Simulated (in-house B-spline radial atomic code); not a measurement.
**Two electrons outside the [Ne] 3s2 core: the calcium ion Ca⁶⁺**

Computed with a B-spline radial code for spherical atoms: configuration interaction (CI) of the two valence electrons in the field of the frozen Dirac-Fock core, alone and with many-body perturbation theory for the core (screened one- and two-electron correlation potentials), Breit and QED terms; no-pair Dirac Hamiltonian, finite nucleus. Labels give the configuration (outer n counted up each series) and the leading LS term, or the jj pair where no LS term holds 70 %.

The outer s² shell of this core is soft: its mixing with p² is only treated to second order, so levels can be several per cent off.

Command:
```bash
python run_mb.py task.json out
```
Settings (nuclear radius in fm, box in bohr, cutoff in hartree):
```
basis_form          3
Z                   20
core_configuration  [Ne] 3s2
rms_radius          3.4776
mass_number         40
speed_of_light      137.036
box_radius          11.25
lmax                6
intervals           63
virtual_cutoff      800.0
```

Run time, properties included: 2.5 min on 1 thread of Arm Neoverse N1, with other jobs on the host.

Excitation energies (cm⁻¹):

```json
{"level": "3p2 3P0", "purity of the LS term": "0.994", "CI alone": "0", "CI + MBPT + Breit + QED": "0", "Landé g of the LS mixture": "-"}
{"level": "3p2 3P1", "purity of the LS term": "1.0", "CI alone": "?", "CI + MBPT + Breit + QED": "?", "Landé g of the LS mixture": "?"}
{"level": "3p2 3P2", "purity of the LS term": "0.985", "CI alone": "4291", "CI + MBPT + Breit + QED": "4047", "Landé g of the LS mixture": "1.49"}
{"level": "3p2 1D2", "purity of the LS term": "0.985", "CI alone": "23343", "CI + MBPT + Breit + QED": "19410", "Landé g of the LS mixture": "1.01"}
{"level": "3p2 1S0", "purity of the LS term": "0.994", "CI alone": "?", "CI + MBPT + Breit + QED": "?", "Landé g of the LS mixture": "?"}
```

Task: Where does 3p2 1S0 lie?

Result: 47470 cm⁻¹ in CI alone and 49486 cm⁻¹ with all corrections.

Task: Where does 3p2 3P1 lie?

Result: 1711 cm⁻¹ in CI alone and 1625 cm⁻¹ with all corrections; g = 1.50.

Task: What is the first ionisation energy?

Result: 127.25 eV to the 3p1/2 state of the next ion (126.1 eV from CI alone). NIST lists 127.21 ± 0.25 eV (semi-empirical).
